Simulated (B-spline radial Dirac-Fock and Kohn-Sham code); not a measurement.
## Relativistic shifts of the levels of Bi²⁺

System: the Bi²⁺ ion, 1s2 2s2 2p6 3s2 3p6 3d10 4s2 4p6 4d10 4f14 5s2 5p6 5d10 6s2 6p1.

Both columns are ΔSCF binding energies of the configuration average from a radial atomic solver: non-relativistic Hartree-Fock with a point nucleus, and Dirac-Fock with a finite nucleus and the Coulomb interaction alone, averaged over the two j levels with weights 2j+1.

```
shell  Hartree-Fock (eV)  Dirac-Fock (eV)  shift (eV)  shift (%)
   1s            81573.0          91063.9    +9490.92     +11.63
   2s            13921.0          16488.1    +2567.14     +18.44
   2p            13389.4          14259.4     +869.94      +6.50
   3s             3401.1           4048.0     +646.81     +19.02
   3p             3147.8           3392.5     +244.76      +7.78
   3d             2679.9           2655.4      -24.51      -0.91
   4s              810.5            976.2     +165.64     +20.44
   4p              697.6            756.0      +58.38      +8.37
   4d              490.3            481.1       -9.26      -1.89
   4f              206.9            184.8      -22.02     -10.65
   5s              163.6            195.5      +31.94     +19.53
   5p              122.9            130.9       +8.00      +6.51
   5d              55.12            51.17       -3.95      -7.17
   6s              29.43            33.73       +4.30     +14.60
   6p              22.59            23.11       +0.52      +2.31
```

Relativity binds 1s, 2s, 2p, 3s, 3p, 4s, 4p, 5s, 5p, 6s, 6p more strongly, among those listed most of all 4s in relative terms, and 3d, 4d, 4f, 5d more weakly, because the contracted s and p shells screen the nucleus better.

Values without a named source are computed, but for edge energies of neutral atoms, which are taken from tables.
